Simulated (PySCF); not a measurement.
chlorine atom (Cl), doublet; DF-SVWN5/pcseg-1 (PySCF).

PySCF was given this input:
```python
from pyscf import gto, scf, dft

mol = gto.M(
    atom='''
Cl    0.00000000    0.00000000    0.00000000
''',
    basis='pcseg-1',
    spin=1,
    verbose=4,
)

mf = dft.UKS(mol)
mf.xc = 'lda,vwn'
mf = mf.density_fit(auxbasis='def2-universal-jkfit')
mf.kernel()
mf.analyze()
```

What the program printed (banner, timings and long lists left out):

```
PySCF version 2.14.0

[INPUT] verbose = 4
[INPUT] num. atoms = 1
[INPUT] num. electrons = 17
[INPUT] charge = 0
[INPUT] spin (= nelec alpha-beta = 2S) = 1
[INPUT] symmetry False subgroup None
[INPUT] Mole.unit = angstrom
[INPUT] Symbol           X                Y                Z      unit          X                Y                Z       unit  Magmom
[...]
nuclear repulsion = 0
number of shells = 3
number of NR pGTOs = 44
number of NR cGTOs = 18
basis = pcseg-1
ecp = {}

******** <class 'pyscf.df.df_jk.DFUKS'> ********
method = DFUKS
initial guess = minao
damping factor = 0
level_shift factor = 0
DIIS = <class 'pyscf.scf.diis.CDIIS'>
diis_start_cycle = 1
diis_space = 8
diis_damp = 0
SCF conv_tol = 1e-09
SCF conv_tol_grad = None
SCF max_cycles = 50
direct_scf = False
number electrons alpha = 9  beta = 8
XC library pyscf.dft.libxc version 7.1.2
    S. Lehtola, C. Steigemann, M. J. T. Oliveira, and M. A. L. Marques,  SoftwareX 7, 1–5 (2018)
XC functionals = lda,vwn
    P. A. M. Dirac,  Math. Proc. Cambridge Philos. Soc. 26, 376 (1930)
    F. Bloch,  Z. Phys. 57, 545 (1929)
    S. H. Vosko, L. Wilk, and M. Nusair,  Can. J. Phys. 58, 1200 (1980)
radial grids:
    Treutler-Ahlrichs [JCP 102, 346 (1995); DOI:10.1063/1.469408] (M4) radial grids

becke partition: Becke, JCP 88, 2547 (1988); DOI:10.1063/1.454033
pruning grids: <function nwchem_prune>
grids dens level: 3
symmetrized grids: False
atomic radii adjust function: <function treutler_atomic_radii_adjust>
small_rho_cutoff = 0
Set gradient conv threshold to 3.16228e-05
tot grids = 18880
init E= -458.596153668401

cycle= 1 E= -458.624996847951  delta_E= -0.0288  |g|= 0.0489  |ddm|= 0.785

cycle= 2 E= -458.621924063361  delta_E= 0.00307  |g|= 0.0822  |ddm|= 1.21
cycle= 3 E= -458.623314542621  delta_E= -0.00139  |g|= 0.069  |ddm|= 1.19

cycle= 4 E= -458.624505905379  delta_E= -0.00119  |g|= 0.056  |ddm|= 0.0179
cycle= 5 E= -458.622522042433  delta_E= 0.00198  |g|= 0.0765  |ddm|= 1.19

cycle= 6 E= -458.623007087812  delta_E= -0.000485  |g|= 0.0721  |ddm|= 0.0112
cycle= 7 E= -458.623178197758  delta_E= -0.000171  |g|= 0.0703  |ddm|= 1.19

cycle= 8 E= -458.624431841225  delta_E= -0.00125  |g|= 0.0569  |ddm|= 1.19

cycle= 9 E= -458.62438762454  delta_E= 4.42e-05  |g|= 0.0575  |ddm|= 1.19

cycle= 10 E= -458.624431647148  delta_E= -4.4e-05  |g|= 0.057  |ddm|= 0.00364
cycle= 11 E= -458.624079764975  delta_E= 0.000352  |g|= 0.061  |ddm|= 1.19
[...]

cycle= 43 E= -458.624404832291  delta_E= 5.32e-05  |g|= 0.0573  |ddm|= 0.224

cycle= 44 E= -458.622969261833  delta_E= 0.00144  |g|= 0.0725  |ddm|= 1.15

cycle= 45 E= -458.625007124025  delta_E= -0.00204  |g|= 0.0495  |ddm|= 1.19

cycle= 46 E= -458.624432947118  delta_E= 0.000574  |g|= 0.0569  |ddm|= 1.19
cycle= 47 E= -458.623341795912  delta_E= 0.00109  |g|= 0.0687  |ddm|= 0.323

cycle= 48 E= -458.624701793654  delta_E= -0.00136  |g|= 0.0536  |ddm|= 1.05
cycle= 49 E= -458.624530624253  delta_E= 0.000171  |g|= 0.0557  |ddm|= 1.09

cycle= 50 E= -458.624795378753  delta_E= -0.000265  |g|= 0.0524  |ddm|= 0.0288
SCF not converged.
SCF energy = -458.624795378753 after 50 cycles  <S^2> = 0.75066127  2S+1 = 2.0006612
**** SCF Summaries ****
Total Energy =                        -458.624795378752992
Nuclear Repulsion Energy =               0.000000000000000
One-electron Energy =                 -634.882980193709045
Two-electron Energy =                  176.258184814956053
Two-electron Coulomb Energy =          202.939258727029141
DFT Exchange-Correlation Energy =      -26.681073912073096
**** MO energy ****
                             alpha | beta                alpha | beta
[...]
To work with the spin densities directly, `use mulliken_meta_spin()` only printing them here.

 ** Mulliken spin pop alpha/beta on meta-lowdin orthogonal AOs **
 ** Mulliken Spin Density (per AO)  **
spin_pop of  0 Cl 1s        0.00000
spin_pop of  0 Cl 2s       -0.00001
spin_pop of  0 Cl 3s       -0.00004
spin_pop of  0 Cl 4s        0.00003
spin_pop of  0 Cl 2px       0.00005
spin_pop of  0 Cl 2py       0.00001
spin_pop of  0 Cl 2pz       0.00002
spin_pop of  0 Cl 3px       0.64077
spin_pop of  0 Cl 3py       0.15152
spin_pop of  0 Cl 3pz       0.20710
spin_pop of  0 Cl 4px       0.00016
spin_pop of  0 Cl 4py       0.00018
spin_pop of  0 Cl 4pz       0.00020
spin_pop of  0 Cl 3dxy      0.00001
spin_pop of  0 Cl 3dyz      0.00000
spin_pop of  0 Cl 3dz^2     0.00000
spin_pop of  0 Cl 3dxz      0.00001
spin_pop of  0 Cl 3dx2-y2    0.00000
 ** Mulliken Spin Density (per atom)  **
spin density of  0 Cl =      1.00000
 ** Mulliken pop alpha/beta on meta-lowdin orthogonal AOs **
 ** Mulliken pop       alpha | beta **
[...]
In total             9.00000 | 8.00000
 ** Mulliken atomic charges   ( Nelec_alpha | Nelec_beta ) **
charge of  0Cl =      0.00000  (     9.00000      8.00000 )
Dipole moment(X, Y, Z, Debye):  0.00000, -0.00000,  0.00000
```

Convergence was not reached.
